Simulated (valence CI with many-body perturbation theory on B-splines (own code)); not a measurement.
Pt56+: E2, M1 decay

Computed by configuration interaction combined with many-body perturbation theory (CI+MBPT): four valence electrons over a frozen Dirac-Fock core [Ar], radial functions for each j: 9 s, 9 p, 10 d, 8 f, 5 g, 3 h, 1 i, with the one-electron correlation potential Σ1 (screened to all orders), the two-electron term Σ2, the three-electron term Σ3, Breit, model QED; selected single and double excitations, second order for the rest (own B-spline code, finite nucleus).

No measured spectrum was set against this ion. As an estimate, large intervals hold to a few tenths of a per cent, small ones and those within an open d or f shell to about a per cent. The list stops below the first excitations out of the core. Only levels of the ground parity were solved; by the run's estimate the other parity begins above the list, which can be wrong where configurations are misplaced.

Lines 1 to 38 of 38 in falling wavelength, among levels below 2085600 cm⁻¹, chosen from the decays that carry over 1 % of a level's rate. Wavelengths and rates use the calculated energies. Electric multipoles are in the length gauge, E1 and E2 with the static RPA response of the core. Weak lines are less certain than strong ones. Lines between different terms over intervals too small for the method are left out, as are lines whose strength nearly cancels. The highest levels of a list are the least certain. Branching is blank where the lifetime is uncertain.

Levels are named by their leading jj configuration (3d3/2^4 stands for four electrons in 3d with j = 3/2), which in mixed levels can hold well under half, so a name can repeat and another be missing. Letters in brackets count levels of one name in rising energy.

```tsv
λ vac (nm)	Upper	Lower	Type	A (s⁻¹)	Branch %
430.9	(3d3/2^2 3d5/2^2) J=6	(3d3/2^2 3d5/2^2) J=5	M1	8.51e+01	
358.4	(3d3/2^3 3d5/2) J=3	(3d3/2^3 3d5/2) J=2	M1	2.31e+02	
165.6	(3d3/2^3 3d5/2) J=3	(3d3/2^3 3d5/2) J=4	M1	1.68e+03	
75.18	(3d3/2^3 3d5/2) J=2	(3d3/2^3 3d5/2) J=1	M1	3.00e+04	94.1
62.57	(3d3/2^2 3d5/2^2) J=2 [d]	(3d3/2^2 3d5/2^2) J=2 [c]	M1	3.22e+04	6.7
37.04	(3d3/2^2 3d5/2^2) J=2 [d]	(3d3/2^2 3d5/2^2) J=2 [b]	M1	1.85e+04	3.8
33.55	(3d3/2^2 3d5/2^2) J=4 [c]	(3d3/2^2 3d5/2^2) J=4 [a]	M1	4.07e+04	1.7
31.77	(3d3/2^2 3d5/2^2) J=2 [d]	(3d3/2^2 3d5/2^2) J=1	M1	8.30e+03	1.7
25.43	(3d3/2^2 3d5/2^2) J=2 [d]	(3d3/2^2 3d5/2^2) J=3 [a]	M1	3.43e+04	7.1
21.69	(3d3/2^2 3d5/2^2) J=0 [b]	(3d3/2^2 3d5/2^2) J=1	M1	5.62e+05	23.2
16.85	(3d3/2^2 3d5/2^2) J=2 [a]	(3d3/2^3 3d5/2) J=3	M1	1.79e+05	1.4
16.24	(3d3/2^2 3d5/2^2) J=4 [a]	(3d3/2^3 3d5/2) J=3	M1	7.91e+05	10.4
16.09	(3d3/2^2 3d5/2^2) J=2 [a]	(3d3/2^3 3d5/2) J=2	M1	2.15e+06	17.0
15.77	(3d3/2^2 3d5/2^2) J=3 [a]	(3d3/2^3 3d5/2) J=3	M1	4.31e+06	58.3
15.10	(3d3/2^2 3d5/2^2) J=3 [a]	(3d3/2^3 3d5/2) J=2	M1	3.04e+06	41.2
14.79	(3d3/2^2 3d5/2^2) J=4 [a]	(3d3/2^3 3d5/2) J=4	M1	6.78e+06	89.5
14.73	(3d3/2^3 3d5/2) J=1	(3d3/2^4) J=0	M1	7.45e+06	100.0
13.83	(3d3/2^2 3d5/2^2) J=5	(3d3/2^3 3d5/2) J=4	M1	3.62e+06	100.0
13.61	(3d3/2^2 3d5/2^2) J=3 [b]	(3d3/2^3 3d5/2) J=3	M1	1.03e+06	21.1
13.53	(3d3/2^2 3d5/2^2) J=4 [b]	(3d3/2^3 3d5/2) J=3	M1	1.36e+06	97.7
13.50	(3d3/2^2 3d5/2^2) J=1	(3d3/2^3 3d5/2) J=2	M1	7.01e+06	99.2
13.40	(3d3/2^2 3d5/2^2) J=6	(3d3/2^3 3d5/2) J=4	E2	3.31e+02	
13.27	(3d3/2^2 3d5/2^2) J=0 [a]	(3d3/2^3 3d5/2) J=1	M1	1.73e+07	100.0
13.25	(3d3/2^2 3d5/2^2) J=2 [a]	(3d3/2^3 3d5/2) J=1	M1	1.03e+07	81.6
13.20	(3d3/2^2 3d5/2^2) J=2 [b]	(3d3/2^3 3d5/2) J=3	M1	4.28e+04	2.0
13.11	(3d3/2^2 3d5/2^2) J=3 [b]	(3d3/2^3 3d5/2) J=2	M1	1.31e+05	2.7
12.73	(3d3/2^2 3d5/2^2) J=2 [b]	(3d3/2^3 3d5/2) J=2	M1	1.80e+06	82.1
12.58	(3d3/2^2 3d5/2^2) J=3 [b]	(3d3/2^3 3d5/2) J=4	M1	3.71e+06	76.0
12.51	(3d3/2^2 3d5/2^2) J=4 [b]	(3d3/2^3 3d5/2) J=4	M1	2.07e+04	1.5
12.31	(3d3/2^3 3d5/2) J=2	(3d3/2^4) J=0	E2	1.88e+03	5.9
11.53	(3d3/2^2 3d5/2^2) J=2 [c]	(3d3/2^3 3d5/2) J=3	M1	6.43e+06	75.5
11.17	(3d3/2^2 3d5/2^2) J=2 [c]	(3d3/2^3 3d5/2) J=2	M1	2.04e+06	23.9
10.94	(3d3/2^2 3d5/2^2) J=4 [c]	(3d3/2^3 3d5/2) J=3	M1	2.27e+06	96.7
10.89	(3d3/2^2 3d5/2^2) J=2 [b]	(3d3/2^3 3d5/2) J=1	M1	3.23e+05	14.8
9.733	(3d3/2^2 3d5/2^2) J=2 [d]	(3d3/2^3 3d5/2) J=3	M1	7.02e+04	14.5
9.476	(3d3/2^2 3d5/2^2) J=2 [d]	(3d3/2^3 3d5/2) J=2	M1	2.96e+05	61.1
8.415	(3d3/2^2 3d5/2^2) J=2 [d]	(3d3/2^3 3d5/2) J=1	M1	6.81e+03	1.4
7.493	(3d3/2^2 3d5/2^2) J=0 [b]	(3d3/2^3 3d5/2) J=1	M1	1.85e+06	76.2
```
